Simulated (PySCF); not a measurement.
NMR data simulated for an unnamed compound:

¹H NMR (600 MHz, computed): δ 7.56 (s, 1H), 4.62 (s, 3H), 2.87 (s, 3H).

¹³C{¹H} NMR (computed): δ 164.8 (C), 160.9 (C), 130.4 (CH), 24.6 (CH3).

Level of theory: GFN2-xTB structure, shieldings: GIAO PBE0/pcSseg-1, in PySCF (fast rotation and ring inversion assumed for equivalent nuclei, non-relativistic Hamiltonian, no solvent model, one computed conformer).

Chemical shifts δ = σref − σ; ¹H (σref 31.72) and ¹³C (σref 186.93) against TMS, all at this level.

Which of these does the molecule contain: a CF3 group, a Si–H bond, a three-membered ring, a heteroaromatic ring, a non-aromatic C=C double bond?

## Answers


- A CF3 group: no.
- A Si–H bond: yes (δH 4.62 (s)).
- A three-membered ring: no.
- A heteroaromatic ring: yes.
- A non-aromatic C=C double bond: no.

The data belong to `[SiH3]c1cc(C)nnn1`, C$_{4}$H$_{7}$N$_{3}$Si; they needn't prove each group on their own.

Carbon signals by region: 2 in the far downfield region (above 160 ppm), 1 in the sp2 and nitrile region (100–160 ppm), 1 below 50 ppm. Above 160 ppm: 164.8, substituted aromatic carbon next to a ring nitrogen, 160.9, substituted aromatic carbon next to a ring nitrogen.

Shifts are as computed. Against solution values, carbons near 30 ppm lie about +3 ppm off and those near 130 ppm about +5 ppm. Of 1211 compounds with measured shifts, 218 miss one by over three times the rms of a fit or turn the order of signals round; such compounds aren't used in these exercises. No couplings were computed; multiplicities are counted from neighbouring protons, with m where these are inequivalent, close in shift, in a saturated or five-membered ring or joined by F or P, and br s for small geminal =CH2 splittings.
